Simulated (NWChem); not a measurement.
System meant: C₂H₄BFO₂; SMILES B(O)(O)C(=C)F

The following NWChem deck was run.

```
start job
memory heap 200 mb stack 900 mb global 1100 mb
geometry units angstroms noautoz
  C     -1.247839    -1.498239     0.000000
  C     -0.129357    -0.776023     0.000000
  F      1.073138    -1.405234     0.000000
  B      0.009090     0.792404     0.000000
  O     -1.108695     1.556280     0.000000
  O      1.243115     1.359740     0.000000
  H     -1.227746    -2.591008     0.000000
  H     -2.208007    -0.980472     0.000000
  H     -0.899315     2.496856     0.000000
  H      1.934215     0.686885     0.000000
end
basis spherical
  * library def2-svp
end
dft
  xc b3lyp
  iterations 4
  mulliken
end
task dft energy
```

End of the output:

```
    Atom       Charge   Shell Charges
 -----------   ------   -------------------------------------------------------
    1 C    6     6.07   1.97  0.60  0.32  1.89  1.23  0.07
    2 C    6     5.95   1.97  0.63  0.31  1.82  1.07  0.16
    3 F    9     9.09   1.98  1.01  0.73  3.22  2.13  0.01
    4 B    5     5.23   1.96  0.49  0.21  1.48  0.65  0.45
    5 O    8     7.97   1.97  0.84  0.55  2.72  1.87  0.02
    6 O    8     7.98   1.97  0.84  0.55  2.72  1.88  0.02
    7 H    1     0.97   0.62  0.27  0.07
    8 H    1     0.95   0.62  0.26  0.07
    9 H    1     0.89   0.55  0.16  0.18
   10 H    1     0.90   0.55  0.17  0.18

 center of mass
 --------------
 x =   0.07269030 y =  -0.00553904 z =   0.00000000

 moments of inertia (a.u.)
 ------------------
         576.385565153514          -0.000000000000           0.000000000000
          -0.000000000000         342.799795926033           0.000000000000
           0.000000000000           0.000000000000         919.185361079547

     Multipole analysis of the density
     ---------------------------------

     L   x y z        total         alpha         beta         nuclear
     -   - - -        -----         -----         ----         -------
     0   0 0 0      0.000000    -23.000000    -23.000000     46.000000

     1   1 0 0      0.073340      0.036670      0.036670      0.000000
     1   0 1 0      0.262090      0.131045      0.131045      0.000000
     1   0 0 1     -0.000000     -0.000000     -0.000000      0.000000

     2   2 0 0    -24.068461   -106.712356   -106.712356    189.356251
     2   1 1 0      0.165542     -5.235025     -5.235025     10.635593
     2   1 0 1     -0.000000     -0.000000     -0.000000      0.000000
     2   0 2 0    -22.844526   -165.771975   -165.771975    308.699424
     2   0 1 1     -0.000000     -0.000000     -0.000000      0.000000
     2   0 0 2    -25.526944    -12.763472    -12.763472      0.000000

 ------------------------------------------------------------------------
 dft energy failed                                                                                  0
 ------------------------------------------------------------------------
 ------------------------------------------------------------------------
  current input line :
    23: task dft energy
 ------------------------------------------------------------------------
 ------------------------------------------------------------------------
 This type of error is most commonly associated with calculations not reaching convergence criteria
 ------------------------------------------------------------------------
 For more information see the NWChem manual at https://nwchemgit.github.io

0:dft energy failed:Received an Error in Communication
```

Q: What is wrong, and how is it mended?

A: The run did not converge; its last values are not results. Cause: the SCF was allowed too few iterations. This input runs:
```
start job
memory heap 200 mb stack 900 mb global 1100 mb
geometry units angstroms noautoz
  C     -1.247839    -1.498239     0.000000
  C     -0.129357    -0.776023     0.000000
  F      1.073138    -1.405234     0.000000
  B      0.009090     0.792404     0.000000
  O     -1.108695     1.556280     0.000000
  O      1.243115     1.359740     0.000000
  H     -1.227746    -2.591008     0.000000
  H     -2.208007    -0.980472     0.000000
  H     -0.899315     2.496856     0.000000
  H      1.934215     0.686885     0.000000
end
basis spherical
  * library def2-svp
end
dft
  xc b3lyp
  iterations 150
  mulliken
end
task dft energy
```
It converges to -353.59140 Ha (B3LYP/def2-SVP).
